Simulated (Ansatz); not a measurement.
Program: Ansatz. Geometries: PBE0-D4/def2-TZVP. ΔE: electronic, gas phase. CCSD(T)/CBS is the MP2 limit (def2-TZVPP, def2-QZVPP) plus CCSD(T) − MP2 in def2-TZVPP, frozen cores. DFT in def2-TZVPP. For Br outer-core shells are correlated without core-valence functions, which leaves a few kJ/mol of doubt a bond. Scalar relativity is left out up to krypton. One conformer a species, not always the lowest.

Consider the substitution at a C–N bond: `CNBBr` + `CB(O)Br` → `COB(C)Br` + `NBBr`.

Is it downhill or uphill in electronic energy at CCSD(T)/CBS, and by how much? (Best estimate.)

Computed: Uphill: ΔE = +22.9 kJ/mol.

What do these levels give: BLYP, r2SCAN0, CCSD/def2-SVP, CCSD(T)/def2-SVP, CCSD(T)/def2-TZVPP, MP2/CBS(def2)? (An estimate is asked.)

Computed: BLYP 20.3, r2SCAN0 23.5, CCSD/def2-SVP 26.2, CCSD(T)/def2-SVP 26.0, CCSD(T)/def2-TZVPP 23.1, MP2/CBS(def2) 24.6 kJ/mol.

Largest T1 diagnostic among the species: 0.011.

At CCSD(T), def2-SVP lies +3.1 kJ/mol from the extrapolated value and def2-TZVPP +0.2 kJ/mol. Leaving LDA and LC-ωPBE aside and taking each functional with its dispersion term where it has one, the values, not all of them listed here, spread over 6.7 kJ/mol, from BLYP-D4 to PBE-QIDH.
